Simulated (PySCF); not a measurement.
C₇H₇O₂ (doublet state).
Z-matrix (Å and degrees, GFN2-xTB geometry), rows numbered from 1:
```
C 
C   1  1.5029
O   2  1.1984  1  125.83
O   2  1.3591  1  109.48  3  -179.46
C   4  1.3461  2  124.03  1   177.67
C   5  1.4363  4  120.22  2   178.24
C   6  1.3577  5  107.09  4   179.67
C   7  1.4533  6  108.30  5    -0.09
C   8  1.3666  7  108.93  6     0.13
H   1  1.0858  2  109.57  3   -25.10
H   1  1.0860  2  110.54  3  -147.51
H   1  1.0892  2  108.59  3    93.52
H   6  1.0718  5  124.30  4    -0.51
H   7  1.0734  6  127.06  5   179.81
H   8  1.0738  7  124.56  6  -179.78
H   9  1.0712  5  125.64  4     0.37
```

The hyperfine couplings belong to this conformer and change with its torsions.

Identity: `CC(=O)O[C]1C=CC=C1` [radical].

The calculation used PySCF 2.14.0, UKS B3LYP, pcH-1 on C H O, non-relativistic, mean-field spin-orbit, GIAO. Isolated species at its GFN2-xTB geometry (one conformer only). The geometry wasn't refined by DFT: couplings that depend on bond lengths, twists or pyramidal angles can differ widely from those at the functional's own minimum. Stability of the SCF solution: not tested.

(1) The isotropic 13C couplings are +45.4, -27.9, +21.9, -19.9, +8.4, -1.9, +0.6 MHz. Assign them to C1; C2; C5; C6; C7; C8; C9.

(2) The isotropic 17O couplings are -8.1, -2.0 MHz. Assign them to O3; O4.

Answers

(1) 
```tsv
site	a_iso (MHz)	ρ(0) (bohr⁻³)	position	distance from C5 (Å)	spin population	largest |T| (MHz)
C1	-1.9	-0.0017	3 bonds from C5	3.64	0.00	0.4
C2	+0.6	+0.0006	2 bonds from C5	2.39	+0.01	2.4
C5	+45.4	+0.0403	largest spin population	0.00	+0.51	88.6
C6	-19.9	-0.0177	1 bond from C5	1.44	-0.04	0.4
C7	+8.4	+0.0075	1 bond from C8	2.25	+0.24	39.6
C8	+21.9	+0.0194	a main spin site	2.24	+0.37	58.0
C9	-27.9	-0.0248	1 bond from C8	1.42	-0.13	12.4
```

(2) 
```
site  a_iso (MHz)  ρ(0) (bohr⁻³)         position  distance from C5 (Å)  spin population  largest |T| (MHz)
  O3         -2.0        +0.0033  3 bonds from C5                  2.80            +0.03                9.6
  O4         -8.1        +0.0134   1 bond from C5                  1.35            +0.04               26.6
```

ρ(0) is the spin density at the nucleus and T the dipolar tensor; entries for several nuclei are means. Largest spin populations (Mulliken): C5 (+0.51), C8 (+0.37), C7 (+0.24) and C9 (-0.13). Three atoms exceed +0.15. The positive populations add up to 1.20 and the negative ones to -0.20, together 2S = 1. The angles at C5 add up to 360.0°, so it is planar. Main spin sites, with 60 % or more of the largest population: C5, C8; positions count bonds from the nearest.

Examples of negative spin density at the nucleus (bohr⁻³): C9 (-0.0248), C6 (-0.0177) and H15 (-0.0057).

Class means assume fast exchange of nuclei equivalent by connectivity; if that motion is slow, each nucleus keeps its own coupling. C6 and C9, with what hangs on them, aren't averaged: C5 is flat or nearly so (angle sum 360°), and its turn about the short C5–O4 bond (1.35 Å) is taken as slow.

C5, the radical centre as drawn in `CC(=O)O[C]1C=CC=C1`, holds a spin population of +0.51 out of 1.
